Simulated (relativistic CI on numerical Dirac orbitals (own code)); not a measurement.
## Line list: Electric-dipole lines, Sb4+

Calculated at this level of theory: Dirac-Coulomb-Breit CI, separate exchange-only KLI orbitals for each configuration, QED by a radiative potential, valence Slater integrals scaled by 0.85, configuration energies shifted to the measured levels that pair with them (semi-empirical) (own radial code, finite nucleus).

Configurations in the expansion (outside the closed core [Kr]): 4d¹⁰5s, 4d¹⁰5p, 4d¹⁰5d, 4d¹⁰6s, 4d¹⁰6p, 4d¹⁰5f, 4d¹⁰5g, 4d⁹5s², 4d¹⁰4f, 4d⁹5s4f, 4d¹⁰6d, 4d¹⁰7s, 4d⁸5s5p², 4d⁹5p², 4d¹⁰7p, 4d⁹5s5p, 4d¹⁰7d, 4d¹⁰6f, 4d⁹5p5d, 4d⁸5s5d², 4d⁹4f5p, 4d⁸5s²5p, 4d⁹5s5d, 4d⁸5s4f², 4d⁹5s6p, 4d⁹5s6s, 4d⁹5p5f. Levels of other configurations are missing.

```csv
λ vac (Å),Lower,Upper,A (s⁻¹),gf,Branching (%)
392.86,4d¹⁰5s ²S1/2 [1],4d¹⁰6p ²P°1/2 [11],4.72e+08,2.18e-02,29.1
700.12,4d¹⁰5p ²P°1/2 [2],4d¹⁰6s ²S1/2 [6],2.28e+09,3.35e-01,33.2
744.30,4d¹⁰5p ²P°3/2 [3],4d¹⁰6s ²S1/2 [6],4.59e+09,7.62e-01,66.8
832.44,4d¹⁰5p ²P°1/2 [2],4d¹⁰5d ²D3/2 [4],5.36e+09,2.23e+00,85.3
887.13,4d¹⁰5p ²P°3/2 [3],4d¹⁰5d ²D5/2 [5],5.69e+09,4.03e+00,100.0
895.65,4d¹⁰5p ²P°3/2 [3],4d¹⁰5d ²D3/2 [4],9.25e+08,4.45e-01,14.7
1107.4,4d¹⁰5s ²S1/2 [1],4d¹⁰5p ²P°3/2 [3],1.63e+09,1.20e+00,100.0
1222.2,4d¹⁰5s ²S1/2 [1],4d¹⁰5p ²P°1/2 [2],1.20e+09,5.37e-01,100.0
1797.6,4d¹⁰5d ²D3/2 [4],4d¹⁰6p ²P°3/2 [12],9.23e+07,1.79e-01,6.3
1832.9,4d¹⁰5d ²D5/2 [5],4d¹⁰6p ²P°3/2 [12],8.10e+08,1.63e+00,55.5
1901.3,4d¹⁰5d ²D3/2 [4],4d¹⁰6p ²P°1/2 [11],8.69e+08,9.42e-01,53.6
3037.1,4d¹⁰6s ²S1/2 [6],4d¹⁰6p ²P°3/2 [12],3.67e+08,2.03e+00,25.2
3345.3,4d¹⁰6s ²S1/2 [6],4d¹⁰6p ²P°1/2 [11],2.80e+08,9.38e-01,17.3
```

Terms are leading LS components. Brackets give the number of a level in order of energy, since labels repeat. The list gives strong lines, with weight on those to low levels, without configurations that were not tied to measured data, without lines whose two gauges differ by over a factor of 2.5, among the lowest 87 of 2186 levels, so that lines to higher ones, which can be the strongest, are missing. Levels whose partners in the same complex of configurations lie outside the list can be far off, and so can their lines. Rates are taken at the computed energies, electric ones in the length gauge.

Configurations whose levels could be paired with our table of measured levels were shifted onto them, all but the ground configuration, by the median error of their levels; single terms can still be off by 1,000 to 2,000 cm⁻¹ or more, and rates follow the energies as ν³ (E1, M1) or ν⁵ (E2). The others borrow a shift and can be off by several thousand cm⁻¹ or more. Levels and lines within the n = 5 or 6 shells can be off by up to 10 % or somewhat more, and those that change n by about 2 %, since core polarisation is missing. 6 of the 6 excited levels that our extract of the measured tables holds in this range could be paired (the sources list more); they are missed by 92 cm⁻¹ on average and 255 at most, after the shifts were fitted to these levels, and levels without a partner can miss by more.

Task: From the table, what is the radiative lifetime of 4d¹⁰6p ²P°1/2?

Result: The listed rates from this level add up to about 1.62e+09 s⁻¹, 100 % of its decay; with all channels τ = 6.17e-10 s.

LS names give the leading component of a level, which can be under half, so a name can repeat, a term be missing and a line seem to break the LS rules.
